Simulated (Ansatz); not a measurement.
This geometry of Cl4Ge + H4OSi (11 atoms, charge 0, multiplicity 1) is a first-order saddle point.

The calculation used RHF/def2-SVP in Ansatz.

```xyz
11
Properties=species:S:1:pos:R:3
Ge -0.199 0.063 -0.296
Cl -0.421 1.039 2.352
Cl 1.506 -0.992 0.362
Cl -0.008 2.078 -0.893
Cl -0.738 -0.954 -2.135
O -1.774 -0.365 0.566
Si -3.250 -1.210 0.217
H -2.906 -2.601 -0.096
H -4.008 -1.090 1.469
H -3.904 -0.521 -0.900
H -1.563 0.121 1.501
```

(1) Which two structures does it join? (They come from a converged band through this point; their orientation in space is the band's.)

(2) How far does it lie above each of them?

Answers

(1) Bonds broken: Ge1–Cl2, O6–H11. Bonds formed: Ge1–O6, Cl2–H11. Cl4Ge + H4OSi becomes Cl3GeH3OSi + ClH.

Image 0:

```xyz
11
Properties=species:S:1:pos:R:3
Ge 0.769 0.193 -0.117
Cl 0.656 0.079 2.006
Cl 2.821 0.426 -0.641
Cl -0.303 1.867 -0.849
Cl 0.071 -1.608 -1.002
O -2.529 -0.269 0.913
Si -3.808 -1.016 0.173
H -3.570 -2.469 0.018
H -5.045 -0.835 0.969
H -3.964 -0.392 -1.153
H -2.361 -0.410 1.831
```

Image 6:

```xyz
11
Properties=species:S:1:pos:R:3
Ge -0.229 -0.137 -0.738
Cl -1.048 0.951 3.402
Cl 1.475 -0.891 0.271
Cl -0.065 1.961 -0.991
Cl -0.419 -1.077 -2.640
O -1.633 -0.493 0.198
Si -3.177 -1.123 0.087
H -3.099 -2.563 -0.229
H -3.816 -0.916 1.398
H -3.923 -0.416 -0.972
H -1.330 0.271 2.362
```

(2) 136.8 kJ/mol above the first and 130.6 kJ/mol above the second. This is the barrier of this one path; another mechanism may lie lower. The orbitals stay closed-shell, which can raise the energy where a bond breaks towards radicals; this wasn't checked here.

Time of the run: 7.1 min on 4 threads of Arm Neoverse V2, on a shared host, peak memory 0.48 GiB.
